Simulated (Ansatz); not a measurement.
**Cost against result**

Saddle point of GeH6SO, closed shell (GeH₄O ([OH][GeH3]) + H₂S → GeH₄S ([SH][GeH3]) + H₂O; bonds formed: Ge1–S7, O2–H6; bonds broken: Ge1–O2, H6–S7), PBE0-D4/def2-TZVP structure:

```csv
atom,x (Å),y (Å),z (Å)
Ge1,-0.8987,-0.3982,-0.1044
O2,0.4755,0.2534,1.1693
H3,-0.5301,-1.7123,-0.7891
H4,-1.7686,-0.7723,1.1376
H5,-1.7019,0.6619,-0.8625
H6,1.0539,0.7218,0.3914
S7,1.1931,0.7382,-1.4191
H8,0.1733,0.8398,1.8751
H9,2.0034,-0.3325,-1.3983
```

Barriers are electronic and count from the start structure reached by relaxing down the imaginary mode.

Ansatz 0.2.0; basis: as named in each row; cores frozen in the correlated methods. Filled d shells of the heavier atoms are correlated. The def2 sets are not built for correlating such inner shells, so the correlated values are less sure here. B3LYP uses VWN-RPA correlation. Extrapolation: Hartree–Fock as exp(−7.88 √X), correlation as X^−2.97.

Times are rough, for one single point on 4 threads of a shared host (Arm Neoverse V1).

The estimate by CCSD(T) at an estimated basis limit (MP2 extrapolated from triple and quadruple zeta, plus CCSD(T) − MP2 in triple zeta) is 27.43 kcal/mol.

```
      method       basis  time (s)  barrier (kcal/mol)  method less estimate
          HF      STO-3G   under 1               44.69                 17.26
      PBE-D4      STO-3G   under 1               11.88                -15.55
       SPW92    def2-SVP   under 1               10.52                -16.91
      PBE-D4    def2-SVP   under 1               17.00                -10.43
    B3LYP-D4       6-31G   under 1               14.69                -12.74
     PBE0-D4    def2-SVP         1               20.31                 -7.12
     BLYP-D4  def2-TZVPP         2               23.05                 -4.39
       SPW92  def2-TZVPP         2               13.07                -14.36
    B3LYP-D4  def2-TZVPP         2               25.34                 -2.10
    BHLYP-D4  def2-TZVPP         2               28.89                  1.46
CAM-B3LYP-D4  def2-TZVPP         2               27.34                 -0.09
      PBE-D4  def2-TZVPP         3               19.03                 -8.40
     PBE0-D4  def2-TZVPP         4               22.18                 -5.25
     CCSD(T)    def2-SVP         4               29.95                  2.52
   r2SCAN-D4  def2-TZVPP         4               22.00                 -5.43
  r2SCAN0-D4  def2-TZVPP         5               23.93                 -3.50
     wB97M-V    def2-SVP         5               23.10                 -4.34
  RPA on PBE  def2-TZVPP         6               28.88                  1.45
      B97M-V  def2-TZVPP         6               25.87                 -1.56
      B2PLYP  def2-TZVPP         8               27.20                 -0.24
     wB97X-V  def2-TZVPP         8               27.23                 -0.20
    PBE-QIDH  def2-TZVPP         9               25.22                 -2.21
     wB97M-V  def2-TZVPP        10               25.40                 -2.03
         MP2  def2-QZVPP        30               26.34                 -1.09
     CCSD(T)  def2-TZVPP        82               28.01                  0.58
```

All methods are single points on the PBE0-D4 structures.

No T1 diagnostic of these runs exceeds 0.013.

Labels in which every atom is bracketed show which atoms are joined, not bond orders.
